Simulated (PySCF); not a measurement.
C₃H₄FNSi, SMILES F[Si@H]1C=CC=N1. Atoms are numbered in the order given.

```xyz
10

F      1.9104     0.1667    -0.8463
Si     0.7887    -0.1768     0.2750
C     -0.3829     1.2446     0.6279
C     -1.5934     0.7643     0.2932
C     -1.5659    -0.6486    -0.2545
N     -0.4547    -1.2669    -0.3639
H      1.4938    -0.7487     1.4441
H     -0.2348     2.2460     1.0380
H     -2.5405     1.3080     0.3860
H     -2.5171    -1.1237    -0.5540
```
Charge 0, spin multiplicity 1.

Geometry optimised at ωB97X-D3(BJ)/def2-SVP. The structure was generated by enumeration; whether it is a known compound was not checked.

Method: B3LYP/def2-TZVP (PySCF).

The molecule is in vacuum.

| Property | Value |
|---|---|
| total energy | -560.99913 hartree |
| highest occupied level | -7.41 eV |
| lowest empty level | -2.58 eV |
| orbital gap | 4.82 eV |
| dipole moment | 3.13 D |
| quadrupole, principal values (traceless, Buckingham form, about the centre of nuclear charge) | -4.20, -1.89, 6.08 D·Å |
| mean static polarisability | 59.2 bohr³ (8.77 Å³) |
| polarisability, principal values | 41.8, 61.3, 74.4 bohr³ |
